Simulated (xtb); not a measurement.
methyl formate (C2H4O2), singlet, from a rough starting geometry; GFN2-xTB (xtb).

The xtb input:
```
$ xtb mol.xyz --gfn 2 --opt vtight --json

# file mol.xyz
8

C     -1.29721985    -0.20319137     0.00549546
O     -1.07566573    -1.39953354     0.01131429
O     -0.36817087     0.74511805    -0.01191523
H     -2.30185650     0.22375167     0.02827646
C      1.00913369     0.22049205    -0.03904814
H      1.64222150     1.16805990    -0.03010535
H      1.14165850    -0.33882368     0.87269921
H      1.17520753    -0.33196374    -0.93121019
```

What the program printed (banner, timings and long lists left out):

```
   ID    Z sym.   atoms
    1    6 C      1, 5
    2    8 O      2, 3
    3    1 H      4, 6-8

           -------------------------------------------------
          |                Calculation Setup                |
           -------------------------------------------------

           -------------------------------------------------
          |                 G F N 2 - x T B                 |
           -------------------------------------------------

          ...................................................
          :                      SETUP                      :
          :.................................................:
          :  # basis functions                  20          :
          :  # atomic orbitals                  20          :
          :  # shells                           12          :
          :  # electrons                        24          :
          :  max. iterations                   250          :
          :  Hamiltonian                  GFN2-xTB          :
          :  restarted?                      false          :
          :  GBSA solvation                  false          :
          :  PC potential                    false          :
          :  electronic temp.          300.0000000     K    :
          :  accuracy                    1.0000000          :
          :  -> integral cutoff          0.2500000E+02      :
          :  -> integral neglect         0.1000000E-07      :
          :  -> SCF convergence          0.1000000E-05 Eh   :
          :  -> wf. convergence          0.1000000E-03 e    :
          :  Broyden damping             0.4000000          :
          :  net charge                          0          :
          :  unpaired electrons                  0          :
          ...................................................

 iter      E             dE          RMSdq      gap      omega  full diag
   1    -14.5146653 -0.145147E+02  0.584E+00    5.91       0.0  T
   2    -14.5546330 -0.399677E-01  0.292E+00    4.67       1.0  T
   3    -14.5562127 -0.157972E-02  0.168E+00    5.16       1.0  T
   4    -14.5587882 -0.257548E-02  0.156E-01    4.89       1.0  T
   5    -14.5588784 -0.901990E-04  0.775E-02    4.93       1.0  T
   6    -14.5588792 -0.845334E-06  0.156E-02    4.93       2.3  T
   7    -14.5588798 -0.546048E-06  0.593E-03    4.93       6.0  T
   8    -14.5588799 -0.796920E-07  0.159E-03    4.93      22.3  T
   9    -14.5588799 -0.406806E-08  0.423E-04    4.93      83.5  T
  10    -14.5588799 -0.391292E-09  0.172E-04    4.93     205.6  T

   *** convergence criteria satisfied after 10 iterations ***

         :::::::::::::::::::::::::::::::::::::::::::::::::::::
         ::                     SUMMARY                     ::
         :::::::::::::::::::::::::::::::::::::::::::::::::::::
         :: total energy             -14.438598927158 Eh    ::
         :: gradient norm              0.079617609680 Eh/a0 ::
         :: HOMO-LUMO gap              4.926919155784 eV    ::
         ::.................................................::
         :: SCC energy               -14.558879533779 Eh    ::
         :: -> isotropic ES            0.040052730775 Eh    ::
         :: -> anisotropic ES          0.001667051246 Eh    ::
         :: -> anisotropic XC          0.001753170825 Eh    ::
         :: -> dispersion             -0.002854440001 Eh    ::
         :: repulsion energy           0.120280606621 Eh    ::
         :: add. restraining           0.000000000000 Eh    ::
         :: total charge               0.000000000000 e     ::
         :::::::::::::::::::::::::::::::::::::::::::::::::::::

      -----------------------------------------------------------
     |                   =====================                   |
     |                        A N C O P T                        |
     |                   =====================                   |
     |               Approximate Normal Coordinate               |
[...]
 * total energy  :   -14.4385989 Eh     change       -0.1064251E-09 Eh
 * total energy  :   -14.4424669 Eh     change       -0.3867948E-02 Eh
 * total energy  :   -14.4427061 Eh     change       -0.2392339E-03 Eh
 * total energy  :   -14.4426733 Eh     change        0.3284387E-04 Eh
 * total energy  :   -14.4433482 Eh     change       -0.6749111E-03 Eh
 * total energy  :   -14.4433676 Eh     change       -0.1943337E-04 Eh
 * total energy  :   -14.4433694 Eh     change       -0.1778762E-05 Eh
 * total energy  :   -14.4433696 Eh     change       -0.2172924E-06 Eh
 * total energy  :   -14.4433696 Eh     change       -0.1660062E-07 Eh
   *** GEOMETRY OPTIMIZATION CONVERGED AFTER 9 ITERATIONS ***
         :: total energy             -14.443369622099 Eh    ::
[...]
         3        2.0000           -0.6871015             -18.6970
         4        2.0000           -0.6229227             -16.9506
         5        2.0000           -0.6038265             -16.4310
         6        2.0000           -0.6017835             -16.3754
         7        2.0000           -0.5731227             -15.5955
         8        2.0000           -0.5261393             -14.3170
         9        2.0000           -0.5215060             -14.1909
        10        2.0000           -0.4899533             -13.3323
        11        2.0000           -0.4627941             -12.5933
        12        2.0000           -0.4340366             -11.8107 (HOMO)
        13                         -0.2451983              -6.6722 (LUMO)
        14                          0.0095933               0.2610
        15                          0.1207927               3.2869
        16                          0.1423450               3.8734
        17                          0.1834446               4.9918
        18                          0.1858530               5.0573
        19                          0.2716694               7.3925
        20                          0.6467508              17.5990
      -------------------------------------------------------------
                  HL-Gap            0.1888382 Eh            5.1385 eV
             Fermi-level           -0.3396174 Eh           -9.2415 eV

     #   Z          covCN         q      C6AA      α(0)
     1   6 C        2.671     0.337    21.283     7.549
     2   8 O        0.856    -0.371    21.119     6.161
     3   8 O        1.703    -0.238    17.937     5.718
     4   1 H        0.923     0.032     2.565     2.505
     5   6 C        3.660     0.026    20.420     6.484
     6   1 H        0.925     0.076     2.022     2.224
     7   1 H        0.924     0.070     2.086     2.259
     8   1 H        0.924     0.070     2.091     2.261

 Mol. C6AA /au·bohr⁶  :        566.115680
 Mol. C8AA /au·bohr⁸  :      11877.258360
 Mol. α(0) /au        :         35.160675

Wiberg/Mayer (AO) data.
largest (>0.10) Wiberg bond orders for each atom

 ---------------------------------------------------------------------------
     #   Z sym  total        # sym  WBO       # sym  WBO       # sym  WBO
 ---------------------------------------------------------------------------
     1   6 C    3.922 --     2 O    1.803     3 O    1.176     4 H    0.915
     2   8 O    2.069 --     1 C    1.803     3 O    0.195
     3   8 O    2.342 --     1 C    1.176     5 C    0.949     2 O    0.195
     4   1 H    0.999 --     1 C    0.915
     5   6 C    3.920 --     6 H    0.982     7 H    0.977     8 H    0.977
                             3 O    0.949
     6   1 H    0.994 --     5 C    0.982
     7   1 H    0.995 --     5 C    0.977
     8   1 H    0.995 --     5 C    0.977
 ---------------------------------------------------------------------------

Topologies differ in total number of bonds
Writing topology from bond orders to xtbtopo.mol

molecular dipole:
                 x           y           z       tot (Debye)
 q only:        0.574       0.627      -0.014
   full:        0.511       0.744      -0.015       2.294
molecular quadrupole (traceless):
                xx          xy          yy          xz          yz          zz
 q only:        3.427      -1.847      -3.928      -0.030       0.054       0.500
  q+dip:        3.323      -2.586      -5.083      -0.005       0.088       1.760
   full:        3.527      -2.531      -5.647      -0.002       0.098       2.120

optimized geometry written to: xtbopt.xyz

           -------------------------------------------------
          | TOTAL ENERGY              -14.443369622099 Eh   |
          | GRADIENT NORM               0.000033416477 Eh/α |
          | HOMO-LUMO GAP               5.138549875540 eV   |
           -------------------------------------------------

normal termination of xtb
```
